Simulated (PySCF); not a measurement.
Species: C₃H₈NSi (doublet state).
Cartesian coordinates in Å at the GFN2-xTB level; atoms count from 1:
```
atom  x, y, z in Å
C1     2.736   -0.526    0.260
C2     1.600    0.211    0.468
N3     0.571    0.122   -0.329
Si4   -0.958    0.841   -0.419
C5    -2.208   -0.573   -0.130
H6     3.587   -0.443    0.911
H7     2.797   -1.197   -0.578
H8     1.582    0.890    1.327
H9    -1.053    1.294   -1.810
H10   -1.280    1.939    0.509
H11   -1.985   -1.415   -0.775
H12   -3.210   -0.226   -0.352
H13   -2.184   -0.917    0.899
```

The hyperfine couplings belong to this conformer and change with its torsions.

The species is `[CH2]/C=N/[SiH2]C` [radical].

Method: UKS B3LYP, pcH-1 on C H N Si, non-relativistic, mean-field spin-orbit, GIAO in PySCF 2.14.0. The structure is a single GFN2-xTB conformer in the gas phase; no vibrational or solvent corrections. The geometry wasn't refined by DFT: couplings that depend on bond lengths, twists or pyramidal angles can differ widely from those at the functional's own minimum. The SCF solution wasn't tested for stability. ⟨S²⟩ is 0.773 where a pure state has 0.75.

Question: Break the g tensor into its mass correction, gauge correction and orbital-Zeeman/spin–orbit terms.

Answer: 
| Δg (ppm) | 1 | 2 | 3 |
| --- | --- | --- | --- |
| relativistic mass correction | -170 | -170 | -170 |
| gauge correction | -2 | 38 | 40 |
| orbital Zeeman/spin–orbit | 9 | 1080 | 4223 |
| total | -162 | 948 | 4093 |

So g = 2.00216, 2.00327, 2.00641 and g_iso = 2.00395; the tensor is rhombic: the two nearest values differ by 26 % of g3 − g1. Axes: g2 points within 8° of the C1–H7 bond.

Question: What are the electron Larmor frequencies g μB B/h along the three axes at 1200 mT?

Answer: 33.6272, 33.6459, 33.6987 GHz for g1, g2 and g3, a range of 71.5 MHz.

Question: What effective moment and Curie constant follow for a powder?

Answer: With the mean of g² = 4.0158 and S(S+1) = 0.75: μ_eff = √(⟨g²⟩S(S+1)) = 1.735 μB and χT = 0.12505·⟨g²⟩·S(S+1) = 0.377 cm³ K/mol (cgs; spin-Hamiltonian part alone).

Question: At 33.987 GHz, how far is the centre of the isotropic spectrum from where a free electron (g = 2.002319) resonates?

Answer: B = hν/(g μB) with μB/h = 13.99624 MHz/mT gives 1212.74 mT for the free electron and 1211.76 mT at g_iso, 0.98 mT lower.

Question: In a frozen sample, at which fields do the three g values resonate at 9.5, 34, 94 and 263 GHz (hyperfine left aside), and which band first spreads them over more than twice a line width of 0.3 mT?

Answer: 
| band | GHz | B(g3) mT | B(g2) mT | B(g1) mT | spread mT |
| --- | --- | --- | --- | --- | --- |
| X | 9.5 | 338.29 | 338.82 | 339.01 | 0.72 |
| Q | 34.0 | 1210.73 | 1212.63 | 1213.30 | 2.57 |
| W | 94.0 | 3347.31 | 3352.57 | 3354.43 | 7.11 |
| J | 263.0 | 9365.35 | 9380.05 | 9385.25 | 19.90 |

The spread grows in proportion to the frequency. X band is the first where it exceeds 0.6 mT.

The Mulliken spin populations are largest on C1 (+0.73), N3 (+0.50) and C2 (-0.21). The positive populations add up to 1.30 and the negative ones to -0.30, together 2S = 1. The angles at C1 add up to 360.0°, so it is planar; its axial dipolar tensor and the negative couplings of its protons fit spin in a p orbital normal to that plane.

The HOMO–LUMO gaps are 6.77 eV among the α and 3.24 eV among the β orbitals.
